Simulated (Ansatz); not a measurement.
Relaxation of CH₄BrFOSi (9 atoms, charge 0, multiplicity 1), to a largest force component of 0.02 eV/Å in at most 50 steps.

All numbers below come from Ansatz 0.2.0, RKS r2SCAN-D4/def2-SVP.

```xyz
9
Properties=species:S:1:pos:R:3
F -1.416 0.755 0.893
C -0.365 0.069 1.189
Br 0.200 0.546 2.968
O 0.734 0.394 0.266
Si 0.423 -0.105 -1.314
H -0.613 -0.979 1.216
H -0.609 0.726 -1.924
H 0.042 -1.504 -1.298
H 1.692 0.053 -2.012
```

Problem. Where does it end, and by what steps?

Solution. It converged. After 21 steps the energy has fallen by 0.519 eV; Br3 moved furthest, 1.45 Å.

```tsv
step	energy less start (eV)	largest force component (eV/Å)	accepted
0	0.0000	3.686	yes
1	-0.2416	2.348	yes
2	-0.3472	0.492	yes
3	-0.3400	0.353	no
4	-0.3666	0.094	yes
5	-0.3710	0.125	yes
6	-0.3789	0.157	yes
7	-0.3748	0.449	no
8	-0.3825	0.300	yes
9	-0.3872	0.121	yes
10	-0.3897	0.187	yes
11	-0.3937	0.201	yes
12	-0.4004	0.362	yes
13	-0.4116	0.218	yes
14	-0.4417	0.483	yes
15	-0.4677	0.350	yes
16	-0.4858	0.374	yes
17	-0.5078	0.190	yes
18	-0.5165	0.063	yes
19	-0.5180	0.075	yes
20	-0.5186	0.026	yes
21	-0.5187	0.008	yes
```

```xyz
9
Properties=species:S:1:pos:R:3
F -1.576 -0.330 0.860
C -0.286 -0.255 1.281
Br -0.018 1.605 1.995
O 0.566 -0.536 0.291
Si 0.401 0.000 -1.323
H -0.138 -0.915 2.148
H -0.091 1.402 -1.341
H -0.538 -0.901 -2.042
H 1.768 -0.115 -1.885
```

Run time: 2.2 min on 2 threads of Arm Neoverse V1, with other jobs on the host, peak memory 0.2 GiB.
